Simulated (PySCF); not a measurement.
`BCCCF`. Method used: PBE0-D3(BJ)/def2-SVP geometry optimisation, gas phase (PySCF).

```
atom  x, y, z in Å
B1     1.6507    0.7768   -0.0060
C2     0.8439   -0.5477    0.1214
C3    -0.5579   -0.6146   -0.4745
C4    -1.5463    0.2482    0.2739
F5    -1.6180   -0.1460    1.5917
H6     2.7356    0.8676    0.5240
H7     1.2504    1.7208   -0.6551
H8     0.8230   -0.8507    1.1851
H9     1.5080   -1.3116   -0.3363
H10   -0.5474   -0.2801   -1.5262
H11   -0.9347   -1.6513   -0.4788
H12   -2.5558    0.1724   -0.1648
H13   -1.2390    1.3098    0.2507
```

Question: Which two atoms are farthest apart?

Answer: H6···H12, 5.38 Å; the next longest distance is 4.60 Å.

Question: Give the dihedral angles H9–C2–C3–H10, H11–C3–C4–F5, H7–B1–C2–H9, H11–C3–C4–H12, C2–C3–C4–H13.

Answer: H9–C2–C3–H10 -69° (synclinal); H11–C3–C4–F5 64° (synclinal); H7–B1–C2–H9 118° (anticlinal); H11–C3–C4–H12 -56° (synclinal); C2–C3–C4–H13 60° (synclinal). Dihedral signs follow IUPAC: positive where, seen along the central bond, the front bond turns clockwise onto the rear one.

Question: How far are the heavy atoms from their best plane (unweighted least squares)?

Answer: 0.442 Å rms; B1 0.36, C2 0.60, C3 0.01, C4 0.60, F5 0.36 Å (magnitudes).

Question: How far apart are these pairs, which share no bond: C2···H6, C4···H10, H8···H9, H9···H13?

Answer: C2···H6 2.397 Å (2 bonds apart); C4···H10 2.125 Å (2 bonds apart); H8···H9 1.731 Å (2 bonds apart); H9···H13 3.842 Å (4 bonds apart).

Question: Write the matrix of distances between heavy atoms (Å, lower triangle).

Answer: 
```
B1    0.000
C2    1.556  0.000
C3    2.652  1.525  0.000
C4    3.252  2.524  1.510  0.000
F5    3.754  2.896  2.369  1.377  0.000
```

PBE0-D3(BJ)/def2-SVP frequencies: not computed here. One conformer, not necessarily the lowest.
